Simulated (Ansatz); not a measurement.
Reaction (ligand exchange at a Ge–C bond): `C=[C]([SiH3])[GeH3]` + `OCBCl` → `ClBC[O][GeH3]` + `C=C[SiH3]`

Calculated with Ansatz (gas phase, PBE0-D4/def2-TZVP geometries, no zero-point term in ΔE). CCSD(T)/CBS is the MP2 limit (def2-TZVPP, def2-QZVPP) plus CCSD(T) − MP2 in def2-TZVPP, frozen cores. DFT in def2-TZVPP. B3LYP here is the variant with VWN-RPA as its local correlation; programs differ in this. For Ge outer-core shells are correlated without core-valence functions, which leaves a few kJ/mol of doubt a bond. Scalar relativity is left out up to krypton. Each species was taken in one conformer, which may not be the lowest.

Task: Is it downhill or uphill in electronic energy at CCSD(T)/CBS, and by how much? (Estimate.)

Result: Computed: Downhill: ΔE = -18.4 kJ/mol.

Task: What do these levels give: B3LYP-D4, ωB97M-V, r2SCAN, HF/def2-QZVPP, HF/CBS(def2), MP2/CBS(def2)? (Estimate.)

Result: The calculation gave: B3LYP-D4 -24.2, ωB97M-V -22.0, r2SCAN -21.4, HF/def2-QZVPP -43.2, HF/CBS(def2) -43.3, MP2/CBS(def2) -15.9 kJ/mol.

Largest T1 diagnostic among the species: 0.012.

The D4 term adds +4.1 kJ/mol with B3LYP and +2.1 kJ/mol with PBE0; it sums over pairs of atoms, weighted by their polarisabilities, and B3LYP, whose exchange is more repulsive, gets the larger term. In def2-TZVPP, CCSD(T) changes the Hartree–Fock value by +20.3 kJ/mol (the triples alone add +2.5 kJ/mol) and MP2 by +22.8 kJ/mol.
